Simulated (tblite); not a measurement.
Compound: C6H9N3.
Numbering: `[N:1]#[C:2][C:3]#[C:4][CH:5]([CH2:6][NH2:7])[CH2:8][NH2:9]` (hydrogens: H10 on C5; H11, H12 on C6; H13, H14 on N7; H15, H16 on C8; H17, H18 on N9)

Computed with GFN2-xTB (tblite), gas phase: nudged elastic band of 9 images (0 to 8), spring 0.2 eV/Å², climbing image at the end, force threshold 0.05 eV/Å. The top image wasn't refined or checked by frequencies; at this threshold it can lie a kcal/mol or more above the true saddle point of the method.

The band describes a rotation about C5–C6 (propargylic carbon, sp3 carbon bound to nitrogen), followed by the dihedral C4–C5–C6–N7, from the optimised start (-63°) to a second optimised geometry at 61°.

Question: How does the energy change from image to image?

Answer: 
```csv
image,dihedral (°),E (eV),C5–C6 (Å),C4···N7 (Å),largest true force (eV/Å)
0,-63,0.000,1.553,3.01,0.01
1,-48,0.018,1.557,2.90,0.04
2,-32,0.059,1.562,2.81,0.05
3,-17,0.101,1.567,2.76,0.05
4,-1,0.121,1.569,2.74,0.05
5,15,0.105,1.568,2.76,0.04
6,31,0.064,1.564,2.81,0.05
7,46,0.022,1.559,2.90,0.05
8,61,0.003,1.557,3.01,0.01
```

Barriers of this band. The top is image 4 at -1°: 0.121 eV forward and 0.118 eV back; the end lies 0.003 eV above the start. The central bond is 0.016 Å longer at the top than at the start.

Question: What rate follows at 250 K for crossing this barrier forward?

Answer: Taking the electronic barrier for the free energy of activation (no zero-point or entropy terms, transmission 1), rate = (kT/h)·exp(−ΔE/kT) ≈ 2 × 10^10 s⁻¹, whose inverse is 5 × 10^-11 s. An error of 1 kcal/mol in the barrier changes this by a factor of 7, and the method and the loose band can each miss by that much or more.

The cost below is that of the whole band run. Time: 7.3 s of wall time; peak memory 0.19 GiB. Hardware: an Intel Xeon Platinum 8259CL at 2.50 GHz with one thread, no GPU, shared host with 96 logical CPUs at a one-minute load of 24.
